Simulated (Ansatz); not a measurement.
Total energies of GeMe(OMe)3 (C4H12GeO3) from Ansatz at LC-ωPBE/def2-TZVP, gas phase (1 Eh = 27.2114 eV = 2625.5 kJ/mol). The reference geometry is relaxed at PBE-D4/def2-SVP.

```xyz
20

Ge    0.608    0.343    0.135
C     1.919    1.765    0.043
H     1.560    2.645    0.609
H     2.095    2.042   -1.014
H     2.863    1.404    0.493
O     0.671   -0.534   -1.434
C    -0.071   -1.729   -1.604
H    -0.103   -1.972   -2.687
H    -1.123   -1.640   -1.244
H     0.398   -2.593   -1.077
O    -1.105    0.833    0.409
C    -1.777    1.594   -0.579
H    -1.380    2.634   -0.664
H    -2.848    1.670   -0.293
H    -1.725    1.130   -1.591
O     0.960   -0.712    1.532
C    -0.036   -1.542    2.110
H     0.273   -1.779    3.151
H    -0.145   -2.507    1.562
H    -1.033   -1.050    2.144
```

```tsv
state	geometry	energy (Eh)
charge 0 singlet	reference	-2462.03124
charge 1 doublet	reference	-2461.65736
free Ge atom (triplet)	–	-2076.63402
free C atom (triplet)	–	-37.82224
free H atom (doublet)	–	-0.50601
free O atom (triplet)	–	-75.04943
```

LC-ωPBE has ω = 0.4 bohr⁻¹.

(1) Work out the vertical ionisation energy to the doublet.

(2) What is the binding energy per atom against free atoms?

(1) E(charge 1 doublet) − E(charge 0 singlet) = -2461.65736 − (-2462.03124) = 0.37388 Eh = 10.17 eV. For comparison, −ε of the highest occupied level is 10.50 eV at this level, 0.33 eV more.

(2) Atoms: 1 × (-2076.63402) + 4 × (-37.82224) + 12 × (-0.50601) + 3 × (-75.04943) = -2459.14339 Eh. Binding: -2459.14339 − (-2462.03124) = 2.88785 Eh = 78.58 eV, or 3.93 eV for each of 20 atoms (no zero-point energy, no counterpoise term).
